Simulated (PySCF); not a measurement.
C5H16GeSi (SMILES C[SiH](C)[Ge]([CH3])([CH3])[CH3]), singlet, at a GFN2-xTB geometry, with bond 13-3 at 2.4 times its length; CASSCF(10,9)/STO-3G run with PySCF.

Here is a job for PySCF.
```python
from pyscf import gto, scf, mcscf
import numpy

mol = gto.Mole()
mol.atom = '''
    Si    1.51666407   -0.17728054   -0.56475567
    C     2.33540448    1.54130800   -0.53706282
    C     2.43963123   -1.32358570    0.64308556
    Ge   -0.77659414   -0.00929203    0.04621118
    C    -1.81893724    1.07096718   -1.26232689
    C    -1.65718593   -1.79325011    0.13575398
    C    -1.05378453    0.84544734    1.82650259
    H     1.65702183   -0.73271537   -1.92538709
    H     3.38183692    1.49126948   -0.82125854
    H     2.28313217    1.98400269    0.45390783
    H     1.83783624    2.21797375   -1.22549693
    H     2.00985948   -2.32092037    0.63492186
    H     4.96128157   -1.54134274    0.02559765
    H     2.38016750   -0.94866602    1.66131130
    H    -1.44898383    2.09120343   -1.31152631
    H    -2.86808543    1.10867981   -0.98115101
    H    -1.75399073    0.64402835   -2.25905636
    H    -2.71151260   -1.69027565    0.37857769
    H    -1.19844432   -2.41930554    0.89583904
    H    -1.58131726   -2.31280576   -0.81522407
    H    -2.11256559    0.89921295    2.06539263
    H    -0.56220324    0.28018746    2.61343571
    H    -0.65612233    1.85640053    1.84202281
'''
mol.basis = 'sto-3g'
mol.verbose = 4
mol.build()

mf = scf.RHF(mol)
mf.kernel()
mc = mcscf.CASSCF(mf, 9, 10)
mc.fix_spin_(ss=0.0)
mc.kernel()
occ = numpy.linalg.eigvalsh(mc.fcisolver.make_rdm1(mc.ci, mc.ncas, mc.nelecas))[::-1]
ss = mc.fcisolver.spin_square(mc.ci, mc.ncas, mc.nelecas)[0]
print('natural occupations', occ.round(4), ' <S^2>', round(ss, 4))
```

Problem. Write the output that PySCF gives for this input, abridged.

Solution. 
```
PySCF version 2.14.0

[INPUT] verbose = 4
[INPUT] num. atoms = 23
[INPUT] num. electrons = 92
[INPUT] charge = 0
[INPUT] spin (= nelec alpha-beta = 2S) = 0
[INPUT] symmetry False subgroup None
[INPUT] Mole.unit = angstrom
[INPUT] Symbol           X                Y                Z      unit          X                Y                Z       unit  Magmom
[...]
nuclear repulsion = 678.351694725084
number of shells = 44
number of NR pGTOs = 204
number of NR cGTOs = 68
basis = sto-3g
ecp = {}

******** <class 'pyscf.scf.hf.RHF'> ********
method = RHF
initial guess = minao
damping factor = 0
level_shift factor = 0
DIIS = <class 'pyscf.scf.diis.CDIIS'>
diis_start_cycle = 1
diis_space = 8
diis_damp = 0
SCF conv_tol = 1e-09
SCF conv_tol_grad = None
SCF max_cycles = 50
direct_scf = True
direct_scf_tol = 1e-13
Set gradient conv threshold to 3.16228e-05
Initial guess from minao.
init E= -2530.79758092114
[...]
cycle= 1 E= -2533.30503081921  delta_E= -2.51  |g|= 0.581  |ddm|= 5.28
[...]
cycle= 2 E= -2533.43022269904  delta_E= -0.125  |g|= 0.269  |ddm|= 1.52
[...]
cycle= 3 E= -2533.45237918827  delta_E= -0.0222  |g|= 0.19  |ddm|= 0.786
[...]
cycle= 4 E= -2533.46891234657  delta_E= -0.0165  |g|= 0.0148  |ddm|= 0.312
[...]
cycle= 5 E= -2533.46909614286  delta_E= -0.000184  |g|= 0.0045  |ddm|= 0.0456
[...]
cycle= 6 E= -2533.46911093208  delta_E= -1.48e-05  |g|= 0.00106  |ddm|= 0.0103
[...]
cycle= 7 E= -2533.46911255179  delta_E= -1.62e-06  |g|= 0.000387  |ddm|= 0.00383
[...]
cycle= 8 E= -2533.46911278698  delta_E= -2.35e-07  |g|= 0.000108  |ddm|= 0.00153
[...]
cycle= 9 E= -2533.46911280703  delta_E= -2.01e-08  |g|= 2.74e-05  |ddm|= 0.000447
[...]
cycle= 10 E= -2533.46911280819  delta_E= -1.16e-09  |g|= 5.29e-06  |ddm|= 0.00012
[...]
cycle= 11 E= -2533.46911280822  delta_E= -2.77e-11  |g|= 9.31e-07  |ddm|= 2.06e-05
[...]
Extra cycle  E= -2533.46911280821  delta_E= 5.91e-12  |g|= 4.53e-07  |ddm|= 2.31e-06
converged SCF energy = -2533.46911280821

******** <class 'pyscf.mcscf.mc1step.CASSCF'> ********
CAS (5e+5e, 9o), ncore = 41, nvir = 18
max_cycle_macro = 50
max_cycle_micro = 4
conv_tol = 1e-07
conv_tol_grad = None
orbital rotation max_stepsize = 0.02
orbital rotation threshold for CI restart = 0.01
augmented hessian ah_max_cycle = 30
augmented hessian ah_conv_tol = 1e-12
augmented hessian ah_linear dependence = 1e-14
augmented hessian ah_level shift = 1e-08
augmented hessian ah_start_tol = 2.5
augmented hessian ah_start_cycle = 3
augmented hessian ah_grad_trust_region = 3
kf_trust_region = 3
kf_interval = 4
ci_response_space = 4
ci_grad_trust_region = 3
with_dep4 0
natorb = False
canonicalization = True
sorting_mo_energy = False
ao2mo_level = 2
internal_rotation = False
******** <class 'pyscf.fci.addons.SpinPenaltyFCISolver'> ********
max. cycles = 50
conv_tol = 1e-08
davidson only = True
linear dependence = 1e-12
level shift = 0.001
max iter space = 12
nroots = 1
pspace_size = 400
spin = None
CASCI E = -2533.65352705108  S^2 = 0.0000000
Set conv_tol_grad to 0.000316228
macro iter   1 ( 21 JK    4 micro), CASSCF E = -2533.66466799244  dE = -1.11409414e-02  S^2 = 0.0000000
               |grad[o]|=0.0586  |grad[c]|=0.0764  |ddm|=0.0333  |maxRot[o]|=0.188
macro iter   2 ( 21 JK    4 micro), CASSCF E = -2533.67144262506  dE = -6.77463263e-03  S^2 = 0.0000000
               |grad[o]|=0.024  |grad[c]|=0.0275  |ddm|=0.0297  |maxRot[o]|=0.245
macro iter   3 ( 21 JK    4 micro), CASSCF E = -2533.67658480338  dE = -5.14217832e-03  S^2 = 0.0000000
               |grad[o]|=0.0164  |grad[c]|=0.00799  |ddm|=0.0296  |maxRot[o]|=0.217
macro iter   4 ( 21 JK    4 micro), CASSCF E = -2533.68028324873  dE = -3.69844535e-03  S^2 = 0.0000000
               |grad[o]|=0.0138  |grad[c]|=0.0202  |ddm|=0.0193  |maxRot[o]|=0.245
macro iter   5 ( 21 JK    4 micro), CASSCF E = -2533.68195952952  dE = -1.67628079e-03  S^2 = 0.0000000
               |grad[o]|=0.0101  |grad[c]|=0.0114  |ddm|=0.0121  |maxRot[o]|=0.241
[...]
               |grad[o]|=0.00132  |grad[c]|=0.0125  |ddm|=0.00546  |maxRot[o]|=0.0697
macro iter  11 (  7 JK    2 micro), CASSCF E = -2533.68328534042  dE = -5.97749854e-05  S^2 = 0.0000000
               |grad[o]|=0.000963  |grad[c]|=0.00571  |ddm|=0.00235  |maxRot[o]|=0.0698
macro iter  12 (  7 JK    2 micro), CASSCF E = -2533.68333313877  dE = -4.77983554e-05  S^2 = 0.0000000
               |grad[o]|=0.000832  |grad[c]|=0.00309  |ddm|=0.00148  |maxRot[o]|=0.0699
macro iter  13 (  7 JK    2 micro), CASSCF E = -2533.68337912730  dE = -4.59885314e-05  S^2 = 0.0000000
               |grad[o]|=0.000791  |grad[c]|=0.00186  |ddm|=0.0015  |maxRot[o]|=0.0699
macro iter  14 (  7 JK    2 micro), CASSCF E = -2533.68342759238  dE = -4.84650768e-05  S^2 = 0.0000000
               |grad[o]|=0.000797  |grad[c]|=0.00116  |ddm|=0.00173  |maxRot[o]|=0.0699
macro iter  15 (  7 JK    2 micro), CASSCF E = -2533.68347987572  dE = -5.22833438e-05  S^2 = 0.0000000
               |grad[o]|=0.000821  |grad[c]|=0.000747  |ddm|=0.00194  |maxRot[o]|=0.0699
macro iter  16 (  7 JK    2 micro), CASSCF E = -2533.68353586309  dE = -5.59873670e-05  S^2 = 0.0000000
               |grad[o]|=0.000856  |grad[c]|=0.000628  |ddm|=0.00207  |maxRot[o]|=0.0699
macro iter  17 (  7 JK    2 micro), CASSCF E = -2533.68359421872  dE = -5.83556239e-05  S^2 = 0.0000000
               |grad[o]|=0.000881  |grad[c]|=0.000626  |ddm|=0.00219  |maxRot[o]|=0.0699
macro iter  18 (  7 JK    2 micro), CASSCF E = -2533.68365287520  dE = -5.86564879e-05  S^2 = 0.0000000
               |grad[o]|=0.000885  |grad[c]|=0.000763  |ddm|=0.0022  |maxRot[o]|=0.0699
macro iter  19 (  7 JK    2 micro), CASSCF E = -2533.68370936220  dE = -5.64869956e-05  S^2 = 0.0000000
               |grad[o]|=0.000858  |grad[c]|=0.00117  |ddm|=0.00218  |maxRot[o]|=0.0699
macro iter  20 (  7 JK    2 micro), CASSCF E = -2533.68376112356  dE = -5.17613616e-05  S^2 = 0.0000000
               |grad[o]|=0.000796  |grad[c]|=0.00183  |ddm|=0.00207  |maxRot[o]|=0.0699
macro iter  21 (  7 JK    2 micro), CASSCF E = -2533.68380584952  dE = -4.47259608e-05  S^2 = 0.0000000
               |grad[o]|=0.000695  |grad[c]|=0.00262  |ddm|=0.00192  |maxRot[o]|=0.0699
macro iter  22 (  7 JK    2 micro), CASSCF E = -2533.68384167878  dE = -3.58292546e-05  S^2 = 0.0000000
               |grad[o]|=0.000562  |grad[c]|=0.0034  |ddm|=0.00169  |maxRot[o]|=0.0699
macro iter  23 (  7 JK    2 micro), CASSCF E = -2533.68386730793  dE = -2.56291514e-05  S^2 = 0.0000000
               |grad[o]|=0.000405  |grad[c]|=0.00407  |ddm|=0.00141  |maxRot[o]|=0.0699
macro iter  24 (  6 JK    2 micro), CASSCF E = -2533.68387893910  dE = -1.16311767e-05  S^2 = 0.0000000
               |grad[o]|=0.000245  |grad[c]|=0.00233  |ddm|=0.000616  |maxRot[o]|= 0.05
macro iter  25 (  5 JK    1 micro), CASSCF E = -2533.68388375356  dE = -4.81445522e-06  S^2 = 0.0000000
               |grad[o]|=0.000143  |grad[c]|=0.00192  |ddm|=0.000197  |maxRot[o]|=0.0363
macro iter  26 (  6 JK    1 micro), CASSCF E = -2533.68388486699  dE = -1.11343479e-06  S^2 = 0.0000000
               |grad[o]|=8.07e-05  |grad[c]|=0.000747  |ddm|=4.5e-05  |maxRot[o]|=0.0164
macro iter  27 (  7 JK    1 micro), CASSCF E = -2533.68388516568  dE = -2.98689429e-07  S^2 = 0.0000000
               |grad[o]|=8.9e-05  |grad[c]|=0.000369  |ddm|=2.74e-05  |maxRot[o]|=0.00862
macro iter  28 (  1 JK    1 micro), CASSCF E = -2533.68388516571  dE = -2.54658516e-11  S^2 = 0.0000000
               |grad[o]|=2.55e-05  |grad[c]|=9.94e-06  |ddm|=    0  |maxRot[o]|=    0
1-step CASSCF converged in  28 macro (256 JK  62 micro) steps
CASSCF canonicalization
Density matrix diagonal elements [1.99571397 1.97386171 1.98060489 1.95516063 1.33480448 0.68895092
 0.0241367  0.02274203 0.02402468]
CASSCF energy = -2533.68388516571
CASCI E = -2533.68388516571  E(CI) = -14.5907489932370  S^2 = 0.0000000
natural occupations [1.9989 1.9861 1.9775 1.9739 1.3079 0.6922 0.026  0.0216 0.016 ]  <S^2> 0.0
```
